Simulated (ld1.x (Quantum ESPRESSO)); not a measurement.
Reading a pseudo-wave (Rh)

Columns: radius, all-electron u(r) and pseudo u(r) of the 5s shell (level -4.63 eV) of rhodium in the configuration [Kr] 4d8 5s0.75 5p0.25; PBE, scalar-relativistic, ultrasoft scheme, ld1.x (Quantum ESPRESSO) 7.5.

| r (bohr) | all-electron | pseudo |
| --- | --- | --- |
| 0.200 | 0.0801 | 0.0722 |
| 0.400 | 0.0781 | 0.1435 |
| 0.600 | -0.1956 | 0.2129 |
| 0.800 | -0.2691 | 0.2795 |
| 1.000 | -0.1650 | 0.3423 |
| 1.200 | 0.0092 | 0.4005 |
| 1.400 | 0.1846 | 0.4531 |
| 1.600 | 0.3319 | 0.4993 |
| 1.800 | 0.4439 | 0.5383 |
| 2.000 | 0.5225 | 0.5694 |
| 2.200 | 0.5726 | 0.5920 |
| 2.400 | 0.5998 | 0.6057 |
| 2.600 | 0.6094 | 0.6103 |
| 2.800 | 0.6054 | 0.6054 |
| 3.000 | 0.5915 | 0.5915 |
| 3.200 | 0.5705 | 0.5705 |
| 3.400 | 0.5446 | 0.5446 |
| 3.600 | 0.5156 | 0.5156 |
| 3.800 | 0.4849 | 0.4849 |
| 4.000 | 0.4534 | 0.4534 |
| 4.200 | 0.4220 | 0.4220 |
| 4.400 | 0.3912 | 0.3912 |
| 4.600 | 0.3614 | 0.3614 |
| 4.800 | 0.3328 | 0.3328 |
| 5.000 | 0.3058 | 0.3058 |
| 5.200 | 0.2803 | 0.2803 |

**Question.** How many radial nodes do the two functions have?

**Answer.** The all-electron 5s function has n − l − 1 = 4 (the table is too coarse to show those close to the nucleus); the pseudo-wave has 0, since the states of the same l below it are removed with the core.

**Question.** At about which radius was the pseudo-wave matched?

**Answer.** 2.85 bohr, where the columns begin to agree (steps of 0.20 bohr).

**Question.** Is the pseudo-wave norm-conserving?

**Answer.** No, it belongs to an ultrasoft set: the norm inside the radius is not constrained, and the difference is carried by the augmentation charge.
